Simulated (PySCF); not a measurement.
Species: C₄H₁₁BO₂.
Z-matrix (Å and degrees, PBE0-D3(BJ)/def2-SVP geometry), rows numbered from 1:
```
O 
B   1  1.4073
O   2  1.7438  1  105.54
C   3  1.4426  2  114.59  1    60.23
C   4  1.5274  3  105.49  2  -144.72
C   5  1.5286  4  103.63  3   -16.02
C   3  1.4286  2  117.76  1   -71.83
H   1  0.9591  2  111.67  3    97.49
H   2  1.2202  1  113.86  3   106.46
H   2  1.2260  1  117.93  3  -109.72
H   4  1.0991  3  106.79  2    94.08
H   4  1.0988  3  108.12  2   -23.51
H   5  1.1005  4  110.38  3   101.87
H   5  1.0990  4  112.23  3  -138.18
H   6  1.1013  5  111.03  4   -83.52
H   6  1.0991  5  113.26  4   154.68
H   7  1.1045  3  109.18  2    45.59
H   7  1.0977  3  107.42  2   -72.72
```

Computed at PBE0/pcSseg-1 (PySCF, non-relativistic), with Q(17O) = −0.0256 b, Q(11B) = 0.04059 b: O1, 17O (I = 5/2): χzz = -8.929 MHz, η = 0.459; B2, 11B (I = 3/2): χzz = 3.366 MHz, η = 0.386; O3, 17O (I = 5/2): χzz = 12.03 MHz, η = 0.712.

Question: Where would the pure quadrupole (NQR) lines of 17O at O1 fall for the rigid, isolated species?

Answer: From the eigenvalues of H = χ/[4I(2I − 1)] × [3Iz² − I(I + 1) + η(Ix² − Iy²)], steps between neighbouring levels, labelled as for η = 0: ±1/2↔±3/2 1.617 MHz, ±3/2↔±5/2 2.580 MHz (boron-bound oxygen).

Question: Find the zero-field quadrupole resonance frequencies of 11B at B2.

Answer: From ν = (|χ|/2)√(1 + η²/3): ν = 1.724 MHz (four-coordinate boron).

Question: Find the zero-field quadrupole resonance frequencies of 17O at O3.

Answer: From the eigenvalues of H = χ/[4I(2I − 1)] × [3Iz² − I(I + 1) + η(Ix² − Iy²)], steps between neighbouring levels, labelled as for η = 0: ±1/2↔±3/2 2.606 MHz, ±3/2↔±5/2 3.337 MHz (oxygen bonded to B and 2 C).

In a crystal, neighbours and librations shift these lines. The basis is small and wasn't made for field gradients, so the couplings can be 20 % off.

One conformer stands for the species.
